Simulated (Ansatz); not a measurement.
The cluster CaI2⁺. Total charge 1; doublet. Geometry r2SCAN-D4/def2-TZVP.

| atom | x (Å) | y (Å) | z (Å) |
| --- | --- | --- | --- |
| Ca1 | -0.657 | 1.093 | -0.860 |
| I2 | -0.254 | -1.722 | -0.618 |
| I3 | 0.911 | 0.629 | 1.478 |

In the def2 sets I takes a core potential; there is no spin–orbit coupling. The structure comes from a short search, and lower isomers may exist.

Estimate the α-spin orbital energies around the gap (eV) in Ansatz with PBE-D4/def2-TZVP, B97M-V/def2-TZVP, r2SCANh-D4/def2-TZVP, PBE0-D4/def2-TZVP, ωB97X-V/def2-TZVP.


| orbital | PBE-D4/def2-TZVP | B97M-V/def2-TZVP | r2SCANh-D4/def2-TZVP | PBE0-D4/def2-TZVP | ωB97X-V/def2-TZVP |
| --- | --- | --- | --- | --- | --- |
| HOMO−5 | -12.62 | -12.83 | -13.40 | -13.88 | -16.21 |
| HOMO−4 | -11.72 | -11.97 | -12.39 | -12.85 | -15.09 |
| HOMO−3 | -11.34 | -11.58 | -11.99 | -12.43 | -14.63 |
| HOMO−2 | -11.24 | -11.46 | -11.91 | -12.36 | -14.60 |
| HOMO−1 | -10.61 | -10.81 | -11.23 | -11.66 | -13.82 |
| HOMO | -10.19 | -10.44 | -10.88 | -11.25 | -13.30 |
| LUMO | -7.24 | -6.97 | -6.40 | -6.61 | -5.08 |
| LUMO+1 | -6.58 | -6.21 | -5.79 | -5.55 | -3.57 |
| LUMO+2 | -6.57 | -6.19 | -5.76 | -5.50 | -3.54 |
| LUMO+3 | -6.52 | -6.16 | -5.74 | -5.41 | -3.51 |
| LUMO+4 | -6.46 | -6.11 | -5.64 | -5.41 | -3.29 |
| LUMO+5 | -6.20 | -5.87 | -5.42 | -5.29 | -3.26 |
| β HOMO | -10.45 | -10.63 | -11.04 | -11.47 | -13.64 |
| β LUMO | -9.47 | -9.14 | -9.03 | -8.73 | -6.93 |
